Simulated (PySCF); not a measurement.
Unrelated species, one level of theory. The calculation used PySCF, TDDFT CAM-B3LYP/def2-SVPD, vertical, gas phase, core orbitals frozen in the response, def2 core potentials past Kr. Geometries: PBE0-D3(BJ)/def2-SVP; one conformer of each isolated species. Triplets are in the Tamm–Dancoff approximation. Atoms past krypton carry core potentials; spin–orbit coupling is left out.

Question: Rank by computed lowest triplet energy, lowest first.
A. `C=[CH][In]([CH]=C)[CH]=C`
B. `[CH2](C)[Al]([CH2]C)[I]`
C. `[H][Sn]([CH3])([CH3])[O]C(C)(C)C`
D. `COC1=CC=CC=CB1C`

Answer: D (2.61 eV), A (4.04 eV), B (4.87 eV), C (5.88 eV).

```json
{"SMILES": "COC1=CC=CC=CB1C", "T1 (eV)": "2.61", "α (au)": "121.7", "LUMO (eV)": "-0.55", "f (S1)": "0.148", "first f ≥ 0.01 (nm)": "296", "S1 mainly": "H→L (73%)"}
{"SMILES": "C=[CH][In]([CH]=C)[CH]=C", "T1 (eV)": "4.04", "α (au)": "109.7", "LUMO (eV)": "-0.72", "f (S1)": "0.000", "first f ≥ 0.01 (nm)": "217", "S1 mainly": "H→L (81%)"}
{"SMILES": "C[CH2][Al]([I])[CH2]C", "T1 (eV)": "4.87", "α (au)": "110.7", "LUMO (eV)": "-0.04", "f (S1)": "0.000", "first f ≥ 0.01 (nm)": "211", "S1 mainly": "H→L (90%)"}
{"SMILES": "[H][Sn]([CH3])([CH3])[O]C(C)(C)C", "T1 (eV)": "5.88", "α (au)": "118.0", "LUMO (eV)": "0.81", "f (S1)": "0.017", "first f ≥ 0.01 (nm)": "195", "S1 mainly": "H→L+1 (73%)"}
```

H and L stand for HOMO and LUMO.
